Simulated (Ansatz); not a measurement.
`C=N[Si](N)(N)F`. Charge 0, multiplicity 1.

```xyz
12

C    -1.1574   -1.7150   -0.8768
N    -0.5053   -1.1835    0.0580
Si    0.2099    0.3968   -0.0085
N     1.8315    0.1604    0.3959
N    -0.4744    1.5623    1.0133
F    -0.0412    0.9978   -1.4783
H    -1.3342   -1.2402   -1.8538
H    -1.5938   -2.7137   -0.7497
H     2.4893    0.9181    0.4533
H     2.2719   -0.7382    0.3041
H    -1.2848    2.0865    0.7299
H    -0.4114    1.4687    2.0126
```

Give the diagnostics of a CCSD(T)/def2-TZVPP run (frozen core, Ansatz). (Best estimate.)

Ansatz gave: T1 = 0.0115, largest single amplitude 0.017, largest double 0.078, (T) share of the correlation energy 3.7 %, 9 CCSD cycles. The RHF solution is stable towards an unrestricted one. T1 lies under the customary mark of 0.02 for closed shells.
